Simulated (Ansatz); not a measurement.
`FC(F)C(F)(F)F` + H₂ → `FC(F)C(F)F` + H–F at 600 K and 1 bar (hydrogenolysis of a C–F bond).

Gas-phase electronic energies from Ansatz, PBE0-D4/def2-TZVP geometries. CBS: MP2 limit from def2 TZ/QZ plus the TZ coupled-cluster correction, frozen cores. This one scheme is used for every species. Each species was taken in one conformer, which may not be the lowest.

```
        species  CCSD(T)/CBS energy (Eh)  H − E (kJ/mol)  S (J/(mol·K))
`FC(F)C(F)(F)F`               -575.65828           153.4          413.1
             H₂                 -1.17544            43.9          150.8
   `FC(F)C(F)F`               -476.45942           169.8          385.5
            H–F               -100.39570            42.3          194.0
```

H − E and S are ideal-gas, rigid-rotor, harmonic terms from PBE0-D4/def2-TZVP, for one conformer and one mirror image of each species. The MP2-based limit puts H₂ 0.8 mEh under its directly extrapolated value; such offsets cancel only in part. 1 Eh = 2625.50 kJ/mol, R = 8.31446 J/(mol·K).

By hand: ΔE, ΔH, ΔS and ΔG.

ΔE = (-476.45942) + (-100.39570) − (-575.65828) − (-1.17544) = -0.02140 Eh = -56.2 kJ/mol. Δ(H − E) = 169.8 + 42.3 − 153.4 − 43.9 = 14.8, so ΔH = -41.4 kJ/mol. ΔS = 385.5 + 194.0 − 413.1 − 150.8 = 15.6 J/(mol·K). ΔG = -41.4 − 600 × (15.6)/1000 = -50.8 kJ/mol.

By hand: the equilibrium constant, and the temperature at which ΔG would vanish if ΔH and ΔS stayed fixed.

log₁₀ K = −ΔG/(RT ln 10) = 4.4. ΔH and −TΔS have one sign here, so there is no such temperature.

ΔH outweighs TΔS. A doubt of 5 kJ/mol in ΔE shifts log₁₀ K by 0.4 here. Other conformers and mirror images would add mixing entropy, several J/(mol·K) or more a flexible species. These are equilibria of isolated gas molecules and say nothing of rates. Largest T1 diagnostic: 0.012 (customary marks: 0.02 for closed shells, 0.045 for open ones).
